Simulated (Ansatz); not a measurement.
Cost and result up the ladder for SbMe3 (C3H9Sb) (13 atoms). The state is a singlet with charge 0. Geometry: PBE-D4/def2-SVP.

Cartesian coordinates in Å:
```
C 1.319 -1.297 -0.136
C 0.411 1.669 0.694
C -1.754 -0.416 -0.429
Sb -0.219 -0.387 1.140
H 2.307 -1.222 0.358
H 1.356 -0.777 -1.114
H 1.083 -2.367 -0.297
H 0.544 1.795 -0.399
H 1.367 1.886 1.209
H -0.357 2.381 1.056
H -2.605 0.226 -0.130
H -2.123 -1.450 -0.571
H -1.329 -0.043 -1.382
```

Ansatz on 2 threads of Intel Xeon 6975P-C on a shared host. Times are rough, and most runs start from the orbitals of an earlier one. ωB97M-V/def2-TZVP serves as the yardstick here, not as an exact answer. Differences are given only for rows in sets of like size (and for xTB, whose basis is part of the method), since another set adds its own error. Binding counts from free atoms at the same level (C triplet, Sb quartet, H doublet; other spins of the atoms weren't run), without zero-point energy or a counterpoise term.

In the def2 sets Sb takes a core potential; there is no spin–orbit coupling. Correlated methods freeze 7 core orbitals; core or outer-core shells of Sb are correlated, in sets that lack core-valence functions. The rows differ in basis, and correlated rows in double-zeta sets carry the largest basis error.

Correlated methods converge slowly with the basis, most of all in double-zeta sets.

| level | functions | wall time | binding energy per atom (eV) | difference from ωB97M-V/def2-TZVP (eV) |
| --- | --- | --- | --- | --- |
| PBE-D4/def2-SVP | 113 | 1.3 s | 3.70 | – |
| PBE0-D4/def2-SVP | 113 | 1.7 s | 3.65 | – |
| BLYP-D4/def2-TZVP | 197 | 2.3 s | 3.64 | 0.01 |
| PBE-D4/def2-TZVP (with forces) | 197 | 2.3 s | 3.69 | 0.06 |
| PBE0-D4/def2-TZVP | 197 | 2.7 s | 3.65 | 0.01 |
| r2SCAN-D4/def2-TZVP | 197 | 3.6 s | 3.64 | 0.00 |
| MP2/def2-TZVP | 197 | 3.9 s | 3.51 | -0.13 |
| ωB97X-V/def2-TZVP | 197 | 7.5 s | 3.65 | 0.02 |
| ωB97M-V/def2-TZVP | 197 | 9.5 s | 3.64 | 0.00 |
| CCSD(T)/def2-SVP | 113 | 13 s | 3.45 | – |
